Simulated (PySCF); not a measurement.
## Static response to an electric field

Species: (ClMg-mu-F)2.
Structure used (PBE0-D3(BJ)/def2-SVP), in Å, numbered top down from 1:
```xyz
6
Cl2F2Mg2 angstrom
Mg     1.1519   -0.1487    0.8772
Cl     2.8496   -0.2970    2.2669
F      0.7686    0.1545   -0.9673
Mg    -1.1369    0.1301   -0.8988
Cl    -2.8822    0.3547   -2.2170
F     -0.7510   -0.1937    0.9391
```

Level: CAM-B3LYP/def2-SVPD (PySCF), static field, nuclei fixed, core orbitals frozen in the response. The polarisability tensor in these axes (au):

```
x   68.15 -1.41 10.01
y   -1.41 55.60 -1.09
z   10.01 -1.09 63.28
```

Diagonalise the tensor; give its mean and Δα, where Δα² is half the sum of the squared differences of the eigenvalues.

Principal values 55.41, 55.45 and 76.17 au; mean 62.34 au = 9.24 Å³ = 10.28 × 10⁻⁴⁰ C²·m²/J; Δα = 20.74 au (33 % of the mean).

What is the dipole moment, and where does it point?

(0.11, -0.15, -0.17) D, 0.25 D in size, pointing from the negative to the positive side. Measured along this direction, the outermost atoms are F6 at the negative end and F3 at the positive end.

Refractivity n − 1 of an ideal gas of it at 298.15 K and 1 atm, from the electronic α?

N = p/kT = 2.4615 × 10¹⁹ cm⁻³, so n − 1 = 2π × N × 9.24 × 10⁻²⁴ cm³ = 1429 × 10⁻⁶ at long wavelengths.

What molar refraction does this α imply?

Lorentz–Lorenz: R = (4π/3)N_A α = 2.5225 cm³/(mol·Å³) × 9.24 Å³ = 23.3 cm³/mol, in the limit of long wavelengths.

Find the Langevin capture rate constant for H3O+ (19.018 u) meeting this molecule (155.905 u), k = 2.342 × 10⁻⁹ cm³/s × √(α in Å³ / reduced mass in u).

The reduced mass is 16.95 u, so k = 1.73 × 10⁻⁹ cm³/s.

In TDDFT the mean static polarisability is Σ f/ω² over all singlet excitations (ω in hartree). How much of it do the 10 lowest give? Their energies (eV) and oscillator strengths: 6.04, 0.0002; 6.06, 0.0666; 6.08, 0.0090; 6.08, 0.0759; 7.25, 0.1590; 7.32, 0.0002; 7.36, 0.0000; 7.37, 0.0000; 7.63, 0.1824; 7.67, 0.0003.

They add up to 7.61 au, 12.2 % of the 62.34 au; the largest single term is 2.32 au, from the state at 7.63 eV. Terms in order: 0.00, 1.34, 0.18, 1.52, 2.24, 0.00, 0.00, 0.00, 2.32, 0.00 au. Higher excitations give the rest. The strengths listed sum to 0.494.

What are the principal values of the traceless quadrupole moment, Θ = ½Σq(3rr − r²1), about the centre of nuclear charge?

-34.57, 10.72, 23.85 D·Å. The values depend on the origin, since the dipole doesn't vanish. The electronic extent ⟨r²⟩ about the same centre is 2046 bohr², a root-mean-square distance of 2.75 Å for the 76 electrons.

One conformer (not necessarily the lowest) at the PBE0-D3(BJ)/def2-SVP geometry, without solvent, vibrations or thermal averaging.
